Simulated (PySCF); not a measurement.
Telling isomers of C5H6F3N3 apart by NMR

[PySCF: NMR shieldings at PBE0/pcSseg-1/GIAO; geometry: GFN2-xTB; rapidly exchanging positions averaged; a single conformation; non-relativistic; no solvent]

δ = σ(ref) − σ, references computed at the same level: ¹H (σref 31.72) and ¹³C (σref 186.93) vs TMS. Splittings of carbon signals by F and P are missing where no couplings were computed. Where no couplings were computed, multiplicities follow the n + 1 count of equivalent neighbours, and m marks all less simple cases (inequivalent or close neighbours, rings, F or P nearby). Shifts are as computed. Against solution values, carbons near 30 ppm lie about +3 ppm off and those near 130 ppm about +5 ppm. Of 1211 compounds with measured shifts, 218 miss one by over three times the rms of a fit or turn the order of signals round; such compounds aren't used in these exercises.

(1) Tabulate the signals of `Cc1nnc(C(F)(F)F)n1C`, `Cc1cnn(CC(F)(F)F)n1`, `Cc1cn(CC(F)(F)F)nn1`, `CCn1nncc1C(F)(F)F`, `Cc1nn(C)nc1C(F)(F)F`, `Cc1cnnn1CC(F)(F)F` and their relative energies.

(2) What is the quickest way to tell Cc1cnn(CC(F)(F)F)n1 from Cc1nn(C)nc1C(F)(F)F?

(3) What is the quickest way to tell Cc1nnc(C(F)(F)F)n1C from Cc1cn(CC(F)(F)F)nn1?

(4) What is the quickest way to tell Cc1cnn(CC(F)(F)F)n1 from CCn1nncc1C(F)(F)F?

## Answers

(1) 
```json
{"SMILES": "Cc1nnc(C(F)(F)F)n1C", "carbon types": "3×C 2×CH3", "δC": "156.0, 150.2, 129.5, 30.3, 12.5", "δH": "3.80 (s, 3H), 2.58 (s, 3H)", "E rel. (kcal/mol)": "0.0"}
{"SMILES": "Cc1cnn(CC(F)(F)F)n1", "carbon types": "2×C 1×CH 1×CH2 1×CH3", "δC": "150.8, 140.2, 132.2, 58.4, 12.9", "δH": "7.56 (s, 1H), 4.83 (m, 2H), 2.54 (s, 3H)", "E rel. (kcal/mol)": "3.5"}
{"SMILES": "Cc1cn(CC(F)(F)F)nn1", "carbon types": "2×C 1×CH 1×CH2 1×CH3", "δC": "149.5, 132.5, 128.7, 54.2, 13.2", "δH": "7.64 (s, 1H), 4.93 (m, 2H), 2.65 (s, 3H)", "E rel. (kcal/mol)": "9.1"}
{"SMILES": "CCn1nncc1C(F)(F)F", "carbon types": "2×C 1×CH 1×CH2 1×CH3", "δC": "139.6, 134.4, 131.2, 46.0, 19.9", "δH": "8.09 (m, 1H), 4.67 (q, 2H), 1.58 (t, 3H)", "E rel. (kcal/mol)": "12.3"}
{"SMILES": "Cc1nn(C)nc1C(F)(F)F", "carbon types": "3×C 2×CH3", "δC": "150.3, 142.4, 131.6, 41.5, 12.3", "δH": "4.21 (s, 3H), 2.68 (s, 3H)", "E rel. (kcal/mol)": "2.7"}
{"SMILES": "Cc1cnnn1CC(F)(F)F", "carbon types": "2×C 1×CH 1×CH2 1×CH3", "δC": "140.9, 137.6, 132.7, 52.0, 10.7", "δH": "7.59 (s, 1H), 4.83 (m, 2H), 2.53 (s, 3H)", "E rel. (kcal/mol)": "9.0"}
```

Energies are electronic energies at PBE0/pcSseg-1 on these geometries, without zero-point or thermal terms, each for the one conformer computed, which needn't be the lowest.

(2) Both give the same number of carbon signals, but DEPT or the intensities differ. The first has an aromatic CH next to a ring nitrogen at 140.2 ppm, the second a methyl carbon bonded to N (CH3) at 41.5 ppm. Their most deshielded carbons lie at 150.8 and 150.3 ppm. In the proton spectra the most deshielded non-exchanging signals are 7.56 (s, 1H) and 4.21 (s, 3H).

(3) Both give the same number of carbon signals, but DEPT or the intensities differ. The first has a methyl carbon bonded to N (CH3) at 30.3 ppm, the second an aromatic CH next to a ring nitrogen at 128.7 ppm. Their most deshielded carbons lie at 156.0 and 149.5 ppm. In the proton spectra the most deshielded non-exchanging signals are 3.80 (s, 3H) and 7.64 (s, 1H).

(4) Both give the same number of carbon signals, with the same numbers of each carbon type, so the positions decide. The first has a substituted aromatic carbon next to a ring nitrogen (C) at 150.8 ppm, the second an sp3 CH2 bonded to N at 46.0 ppm. Their most deshielded carbons lie at 150.8 and 139.6 ppm. In the proton spectra the most deshielded non-exchanging signals are 7.56 (s, 1H) and 8.09 (m, 1H).
